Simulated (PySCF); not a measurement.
SMILES Br[SiH2][SiH2]C#C (C₂H₅BrSi₂), singlet, PBE/def2-SVP optimised geometry.

```
10

C      2.24     0.99     2.58
C      1.88     0.45     1.54
Si     1.29    -0.36     0.00
Si    -1.07    -0.36     0.00
Br    -1.79     1.78     0.00
H      2.56     1.47     3.49
H      1.79     0.39    -1.21
H      1.79    -1.78    -0.06
H     -1.62    -1.04     1.22
H     -1.62    -1.04    -1.23
```

Density from PySCF with PBE/def2-TZVP at that geometry.

Minimum of the electron density along straight lines between bonded atoms, close to the bond critical point (lines longer than 1.1 times the sum of covalent radii, or with two minima, are not listed):

```
bond     length / Å  ρ at the minimum / e bohr⁻³  ∇²ρ there / e bohr⁻⁵  position (fraction from the first atom)
-------  ----------  ---------------------------  --------------------  ---------------------------------------
C1–C2         1.229                            …                 -1.13                                     0.52
C2–Si3        1.835                        0.116                  0.29                                     0.60
Si3–Si4       2.360                        0.091                     …                                     0.48
Si4–Br5       2.252                            …                  0.05                                     0.36
C1–H6         1.083                        0.278                 -0.99                                     0.66
Si3–H7        1.504                        0.117                  0.12                                     0.49
Si3–H8        1.507                        0.116                  0.11                                     0.49
Si4–H9        1.504                        0.118                  0.11                                     0.49
Si4–H10       1.505                        0.118                  0.11                                     0.49
```

Complete the blanks.


- C1–C2, ρ at the minimum / e bohr⁻³: 0.400
- Si3–Si4, ∇²ρ there / e bohr⁻⁵: -0.15
- Si4–Br5, ρ at the minimum / e bohr⁻³: 0.085
